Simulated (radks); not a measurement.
P8+, configuration [He] 2s2 2p3.

Calculated with a radial shooting solver on a logarithmic mesh with Libxc functionals: non-relativistic Kohn-Sham, PBE, spin-unpolarised, spherical densities, point nucleus.

Energy parts (eV):
part                      energy
total                  -8299.445
kinetic                 8293.334
electron-nucleus      -18096.435
Hartree                 1952.655
exchange-correlation    -448.999

Orbitals (lengths in bohr, moments of r in powers of bohr; r(max) is where P^2 peaks; r(90%) holds 90 % of the orbital's charge):
orbital  occ.  eigenvalue (eV)  r(90%)  <1/r>    <r^2>   r(max)
1s          2        -2342.650   0.185  14.59  0.01444  0.06798
2s          2        -382.6542   0.739  3.073   0.2689   0.3999
2p          3        -341.3445   0.696  3.003   0.2222   0.3284
3s          0        -137.3498    1.78  1.177    1.706    1.145
3p          0        -125.5504    1.81  1.136    1.716    1.133

The highest occupied level is 2p at -341.34 eV. The electron density at the nucleus is 2215 e/bohr^3. Virial ratio -V/T = 2.00074. Summed over all electrons, <r^2> = 1.233 bohr^2, which gives a Langevin (diamagnetic) susceptibility term of -0.977 x 10^-6 cm^3/mol. For comparison, the ionisation energy in NIST's Atomic Spectra Database is 372.3 eV (semi-empirical). In exact Kohn-Sham theory the highest level is minus the ionisation energy, but local and semilocal functionals leave it too shallow, through self-interaction and a potential that decays too fast; potentials with the right tail come closer.

Beside tabulated values, note that spin-unpolarised runs miss the spin-polarisation part of the exchange energy of open shells.
